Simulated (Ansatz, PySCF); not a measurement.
This singlet lies 1.44 eV below the relaxed triplet at the level B3LYP/cc-pVTZ // PBE0-D3(BJ)/def2-TZVP (Ansatz, a program for electronic structure).

Cartesian coordinates (Å):
```xyz
4

N      1.8561    -0.0475     0.4555
C      0.7814     0.0939     0.0525
Ge    -0.9583     0.4723    -0.7835
H     -1.6792    -0.5187     0.2286
```
Charge 0, multiplicity 1.

Question: What dipole moment, HOMO, total energy, LUMO and HOMO–LUMO gap does PBE0-D3(BJ)/def2-TZVP (PySCF) give?

Answer: 
```
Property              Result
-------------  -------------
dipole moment         3.68 D
HOMO                -7.88 eV
total energy   -2170.0651 Ha
LUMO                -3.90 eV
HOMO–LUMO gap        3.98 eV
```
